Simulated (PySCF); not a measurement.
An unknown shows these calculated signals:

¹H NMR (400 MHz, computed): δ 5.96 (m, 1H), 5.65 (d, 1H), 5.14 (s, 3H), 4.95 (t, 2H), 2.46 (m, 2H), 2.28 (s, 3H).

¹³C{¹H} NMR (computed): δ 142.0 (CH), 116.4 (CH), 103.4 (C), 83.1 (C), 25.4 (CH2), 6.1 (CH3).

[PySCF 2.14: NMR shieldings at PBE0/pcSseg-1/GIAO; structure optimised with GFN2-xTB; one conformer; no relativistic terms; one averaged value for each set of equivalent atoms; in vacuum]

Referencing at the same level of theory: ¹H (σref 31.72), ¹³C (σref 186.93) vs TMS.

Question: Which of these does the molecule contain: a C≡C triple bond, a non-aromatic C=C double bond, an ester, a Si–H bond, a heteroaromatic ring, a carboxylic acid?

Answer: 
- A C≡C triple bond: yes (δC 103.4, 83.1).
- A non-aromatic C=C double bond: yes.
- An ester: no.
- A Si–H bond: yes (δH 4.95 (t)).
- A heteroaromatic ring: no.
- A carboxylic acid: no.

The data belong to SMILES CC#C/C=C\C[SiH2]O[SiH3], C$_{6}$H$_{12}$OSi$_{2}$; they needn't prove each group on their own.

Carbon signals by region: 3 in the sp2 and nitrile region (100–160 ppm), 1 at 50–100 ppm, 2 below 50 ppm.

Shifts are as computed. Against solution values, carbons near 30 ppm lie about +3 ppm off and those near 130 ppm about +5 ppm. Of 1211 compounds with measured shifts, 218 miss one by over three times the rms of a fit or turn the order of signals round; such compounds aren't used in these exercises. Multiplicities follow the n + 1 count of equivalent neighbours, as no J values were calculated; m marks all less simple cases, F and P coupling included.
